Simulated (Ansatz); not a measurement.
Stretching the B1–H2 bond in BH2I (SMILES BI) (multiplicity 1 held, fragments rigid). Energies count from the point at 1.183 Å.
Geometry at that point (charge 0, multiplicity 1):
```xyz
4

B     -1.00687    -1.52824     0.26334
H     -0.62513    -2.30508     1.06916
H     -1.98652    -1.65891    -0.38610
I      0.14426     0.21897    -0.03773
```

Signs of static correlation in def2-SVP, with CASSCF(2,2), from Ansatz (a quantum-chemistry and plane-wave program) runs.

```csv
R (Å),T1 of restricted CCSD,⟨S²⟩ of UHF,largest double amplitude of restricted CCSD,weight of the CASSCF reference in MRCISD,CASSCF natural occupations
0.946,0.018,0.000,0.052,0.912,1.99 0.01
1.064,0.018,0.000,0.052,0.912,1.99 0.01
1.183,0.018,0.000,0.052,0.912,1.98 0.02
1.301,0.018,0.000,0.051,0.912,1.98 0.02
1.419,0.018,0.000,0.047,0.912,1.97 0.03
1.597,0.019,0.000,0.046,0.912,1.95 0.05
1.774,0.020,0.000,0.062,0.912,1.92 0.08
2.070,0.023,(withheld),0.136,0.911,1.85 0.15
2.365,0.029,0.761,(withheld),0.911,1.74 0.26
2.720,0.040,0.912,0.416,0.910,1.56 0.44
3.193,0.058,0.980,0.605,0.910,1.33 0.67
3.784,0.073,1.001,0.783,0.910,1.15 0.85
```

Task: Complete the blanks.

Result: 
- 2.070, ⟨S²⟩ of UHF: 0.456
- 2.365, largest double amplitude of restricted CCSD: 0.263

Doubts at one or more of the structures used: a restricted determinant that unrestricted orbitals would lower (R-CCSD(T)/def2-SVP); other coupled-cluster roots lie near (R-CCSD(T)/def2-SVP); T1 above 0.05 (R-CCSD(T)/def2-SVP, U-CCSD(T)/def2-SVP); a spin-contaminated determinant (U-CCSD(T)/def2-SVP).
